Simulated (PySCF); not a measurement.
A structure optimised at B3LYP-D3(BJ)/def2-SVP, used in a PySCF frequency run:

```xyz
8

Si     0.5250    -0.9265     0.0000
C     -0.4152    -2.5429     0.0000
I     -0.0476     0.3580     2.0308
I     -0.0476     0.3580    -2.0308
H      1.9977    -1.1093     0.0000
H     -0.1551    -3.1259     0.8978
H     -0.1551    -3.1259    -0.8978
H     -1.4989    -2.3548     0.0000
```

Task: Write its SMILES, formula and point group.

Result: C[SiH](I)I, CH₄I₂Si, Cs

Task: What are its rotational constants (standard atomic weights)?

Result: 2.8793, 0.47453, 0.41863 GHz
